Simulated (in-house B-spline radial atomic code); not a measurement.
The numbers below are computed, except where a source is named.
C6 from the polarisability at imaginary frequency: Yb²⁺

RPBE linear response of the closed shell [Xe] 4f14, from an all-electron radial atomic-structure program (B-spline basis); scalar-relativistic (spin-free one-electron X2C), finite nucleus, no spin-orbit coupling; shells from n = 3 respond.

The dispersion coefficient of two like species is C6 = (3/π) ∫ α(iu)² du from 0 to ∞.

| u (hartree) | α(iu) (bohr³) |
| --- | --- |
| 0 | 7.951 |
| 0.156 | 6.755 |
| 0.364 | 5.345 |
| 0.624 | 4.417 |
| 1.04 | 3.352 |
| 1.56 | 2.416 |
| 2.34 | 1.583 |
| 3.64 | 0.9215 |
| 5.2 | 0.5723 |
| 7.79 | 0.3236 |
| 13 | 0.1507 |
| 26 | 0.04984 |

Question: Fit one oscillator, α(iu) = α(0)/(1 + u²/ω²), through u = 0.364 and estimate C6.

Answer: From α(0)/α(iu) − 1 = 7.951/5.345 − 1 = 0.4876, ω = u/√0.4876 = 0.5213 hartree (14.2 eV). London's formula gives C6 = (3/4) α(0)² ω = 0.75 × 7.951² × 0.5213 = 24.72 hartree·bohr⁶, and the oscillator holds f = α(0) ω² = 2.16 electrons, of a sum of oscillator strengths of 61.7.

Question: How does that compare with the full integral?

Answer: The program's quadrature over all excitations gives C6 = 37.69, so the single oscillator is off by -34.4 %. At the last point the fit gives α = 0.0032 against 0.0498: higher excitations, and deeper shells where there are any, keep the true curve higher at large u.
